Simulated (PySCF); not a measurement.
Species: C4H11ClSi.
Atom-mapped SMILES: `[CH3:1][SiH2:2][C:3]([CH3:4])([CH3:5])[Cl:6]` (hydrogens: H7, H8, H9 on C1; H10, H11 on Si2; H12, H13, H14 on C4; H15, H16, H17 on C5)

Theory: PySCF, PBE0-D3(BJ)/def2-SVP geometry optimisation, gas phase.

List the bond lengths, angles and torsions at this level.

```tsv
bond	length (Å)	order
C1–Si2	1.874	single
Si2–C3	1.913	single
C3–C4, C3–C5	1.519	single
C3–Cl6	1.832	single
C1–H7, C1–H8, C1–H9	1.101	single
Si2–H10, Si2–H11	1.498	single
C4–H12 and 5 like bonds	1.101	single
```

Bonds in one row agree within 0.01 Å and their mean is given. Orders are formal, as drawn. A selection of angles:
```tsv
angle	degrees
Si2–C1–H7	111.2
Si2–C1–H9	109.6
H7–C1–H8	108.1
C1–Si2–C3	111.3
C1–Si2–H10	111.4
C3–Si2–H10	107.8
H10–Si2–H11	108.5
Si2–C3–C4	112.7
Si2–C3–C5	111.7
Si2–C3–Cl6	104.5
C4–C3–C5	112.0
C4–C3–Cl6	107.7
C3–C4–H12	110.6
C3–C4–H14	109.8
H12–C4–H13	108.1
```

Torsions: C1–Si2–C3–C4 56° (synclinal). The mirror-image conformer, all signs reversed, is as good.

The C–Si distances run from 1.874 Å (C1–Si2, drawn single) to 1.913 Å (Si2–C3, drawn single), a spread of 0.039 Å. Of the pairs four or more bonds apart, Cl6···H9 is among the closest relative to their van der Waals radii: 3.06 Å, 104 % of the sum of Bondi's values. Si2 (SiH2 silicon) is tetrahedral (angles from 107.1° to 111.4°).

Point group: C1 (no symmetry element, even within 0.4 Å). No PBE0-D3(BJ)/def2-SVP frequencies stand behind this structure, so it isn't proved a minimum. One conformer, not necessarily the lowest.
